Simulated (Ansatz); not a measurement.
`[OH][Y]([F])[Cl]` + H–F → `[F][Y]([F])[Cl]` + H₂O at 600 K and 1 bar (ligand exchange at a Y–O bond).

Program: Ansatz. Geometries: PBE0-D4/def2-TZVP. ΔE: electronic, gas phase. CCSD(T)/CBS is the MP2 limit (def2-TZVPP, def2-QZVPP) plus CCSD(T) − MP2 in def2-TZVPP, frozen cores. This one scheme is used for every species. def2 core potentials past Kr. For Y outer-core shells are correlated without core-valence functions, which leaves a few kJ/mol of doubt a bond. Each species was taken in one conformer, which may not be the lowest.

| species | CCSD(T)/CBS energy (Eh) | H − E (kJ/mol) | S (J/(mol·K)) |
| --- | --- | --- | --- |
| `[OH][Y]([F])[Cl]` | -673.84260 | 86.5 | 417.0 |
| H–F | -100.39570 | 42.3 | 194.0 |
| `[F][Y]([F])[Cl]` | -697.87737 | 51.9 | 391.9 |
| H₂O | -76.37941 | 76.8 | 212.8 |

H − E and S are ideal-gas, rigid-rotor, harmonic terms from PBE0-D4/def2-TZVP, for one conformer and one mirror image of each species. 1 Eh = 2625.50 kJ/mol, R = 8.31446 J/(mol·K).

Task: By hand: ΔE, ΔH, ΔS and ΔG.

Result: ΔE = (-697.87737) + (-76.37941) − (-673.84260) − (-100.39570) = -0.01848 Eh = -48.5 kJ/mol. Δ(H − E) = 51.9 + 76.8 − 86.5 − 42.3 = -0.1, so ΔH = -48.6 kJ/mol. ΔS = 391.9 + 212.8 − 417.0 − 194.0 = -6.3 J/(mol·K). ΔG = -48.6 − 600 × (-6.3)/1000 = -44.8 kJ/mol.

Task: By hand: the equilibrium constant, and the temperature at which ΔG would vanish if ΔH and ΔS stayed fixed.

Result: log₁₀ K = −ΔG/(RT ln 10) = 3.9. ΔG = 0 at ΔH/ΔS = 7714 K, far beyond where these terms or the molecules hold.

The number of gas molecules stays the same, so ΔS is small and ΔH decides. A doubt of 5 kJ/mol in ΔE shifts log₁₀ K by 0.4 here. Other conformers and mirror images would add mixing entropy, several J/(mol·K) or more a flexible species. Modes under 60 cm⁻¹, often nearly free rotors, make the harmonic entropy too high. These are equilibria of isolated gas molecules and say nothing of rates. Largest T1 diagnostic: 0.014 (customary marks: 0.02 for closed shells, 0.045 for open ones).
